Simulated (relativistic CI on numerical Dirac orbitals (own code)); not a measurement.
Sensitivity of the levels of Ir XXXI to α and to the nuclear radius

These numbers are calculated, not measured: Dirac-Coulomb-Breit CI, orbitals from a KLI potential per configuration, derivatives by finite differences, unscaled Slater integrals, QED left out (own radial code, finite nucleus).

Configurations in the expansion (outside the closed core [Ar] 3d10): 4s2.4p6.4d10.4f, 4s2.4p6.4d9.4f2, 4s2.4p6.4d10.5s, 4s2.4p6.4d10.5p, 4s2.4p5.4d10.4f2, 4s2.4p6.4d10.5d, 4s.4p6.4d10.4f2, 4s2.4p6.4d9.4f.5s. Levels of other configurations are missing.

With x = (α/α₀)² − 1 an excitation energy changes as ω = ω₀ + qx; K = 2q/ω₀ is the relative enhancement. Terms are leading LS components, so labels can repeat. The field-shift factor is F = δν/δ⟨r²⟩ for the transition from the lowest level.

Lowest level 4s2.4p6.4d10.4f 2F°_5/2.

| Level | ω₀ (cm⁻¹) | q (cm⁻¹) | K | F (GHz/fm²) |
| --- | --- | --- | --- | --- |
| 4s2.4p6.4d10.4f 2F°_7/2 | 38852 | 36480 | 1.88 | 1.75 |
| 4s2.4p6.4d10.5s 2S_1/2 | 1478546 | -568500 | -0.769 | 957 |
| 4s2.4p6.4d9.4f2 4F_3/2 | 1662926 | 10570 | 0.0127 | 25.6 |
| 4s2.4p6.4d9.4f2 4F_5/2 | 1667907 | 8186 | 0.00982 | 25.8 |
| 4s2.4p6.4d9.4f2 4F_7/2 | 1685282 | 14690 | 0.0174 | 26.2 |
| 4s2.4p6.4d9.4f2 2G_7/2 | 1707859 | 28940 | 0.0339 | 27 |
| 4s2.4p6.4d9.4f2 2K_13/2 | 1708835 | 1315 | 0.00154 | 26 |
| 4s2.4p6.4d9.4f2 4G_9/2 | 1711398 | 26530 | 0.031 | 26.8 |
| 4s2.4p6.4d9.4f2 4D_5/2 | 1715186 | 10850 | 0.0127 | 26.4 |
| 4s2.4p6.4d9.4f2 4F_9/2 | 1719323 | 26790 | 0.0312 | 26.9 |
| 4s2.4p6.4d9.4f2 2F_5/2 | 1726733 | 38880 | 0.045 | 27.4 |
| 4s2.4p6.4d9.4f2 4I_11/2 | 1728561 | 7042 | 0.00815 | 26.2 |
| 4s2.4p6.4d9.4f2 4D_3/2 | 1728907 | 20160 | 0.0233 | 26.7 |
| 4s2.4p6.4d9.4f2 4K_15/2 | 1729980 | 35340 | 0.0409 | 27.6 |
| 4s2.4p6.4d9.4f2 4D_7/2 | 1734271 | 32670 | 0.0377 | 27.4 |
| 4s2.4p6.4d9.4f2 4G_11/2 | 1739869 | 35280 | 0.0406 | 27.4 |
| 4s2.4p6.4d9.4f2 2F_7/2 | 1740419 | 24430 | 0.0281 | 27.1 |
| 4s2.4p6.4d9.4f2 4D_1/2 | 1743134 | 23340 | 0.0268 | 26.7 |
| 4s2.4p6.4d9.4f2 4K_17/2 | 1746288 | 52690 | 0.0603 | 28.4 |
| 4s2.4p6.4d9.4f2 4H_13/2 | 1748312 | 37740 | 0.0432 | 27.5 |
| 4s2.4p6.4d9.4f2 4D_5/2 | 1753678 | 42840 | 0.0489 | 27.9 |
| 4s2.4p6.4d9.4f2 4G_9/2 | 1757195 | 27790 | 0.0316 | 27.4 |
| 4s2.4p6.4d9.4f2 2H_9/2 | 1760459 | 33350 | 0.0379 | 27.6 |

At this charge energies of transitions that change n are usually good to better than 1 %, and those within a shell (Δn = 0) to a few per cent.
